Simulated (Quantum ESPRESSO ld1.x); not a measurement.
Results of a calculation; reference values are marked as such.
All-electron atom: Cu3+ in [Ar] 3d8. Code: ld1.x of Quantum ESPRESSO 7.5. Model: scalar-relativistic Kohn-Sham, LDA (Slater exchange, Perdew-Zunger correlation), spin-unpolarised, spherical densities, point nucleus.

Unscreened Slater integrals over Kohn-Sham orbitals (cm^-1).

| integral | value |
|---|---|
| F0(3d,3d) | 237260 |
| F2(3d,3d) | 109970 |
| F4(3d,3d) | 68444 |
| F0(3d,3p) | 251340 |
| F2(3d,3p) | 118770 |
| G1(3d,3p) | 146530 |
| G3(3d,3p) | 89063 |
| F0(3d,3s) | 255980 |
| G2(3d,3s) | 111280 |
| F0(3d,2p) | 330700 |
| F2(3d,2p) | 65542 |
| G1(3d,2p) | 49634 |
| G3(3d,2p) | 28222 |
| F0(3p,3p) | 269090 |
| F2(3p,3p) | 134280 |
| F0(3p,3s) | 274190 |
| G1(3p,3s) | 181290 |
| F0(3p,2p) | 366240 |
| F2(3p,2p) | 73604 |
| G0(3p,2p) | 28496 |
| G2(3p,2p) | 30023 |
| F0(3s,3s) | 279780 |
| F0(3s,2p) | 372960 |
| G1(3s,2p) | 30736 |
| F0(2p,2p) | 969870 |
| F2(2p,2p) | 457300 |

Derived for the open shells (J is the average intra-shell exchange parameter used in DFT+U). 3d: Racah B = F2/49 - 5 F4/441 = 1468 cm^-1, C = 35 F4/441 = 5432 cm^-1, C/B = 3.70, F4/F2 = 0.622, J = (F2 + F4)/14 = 12740 cm^-1.
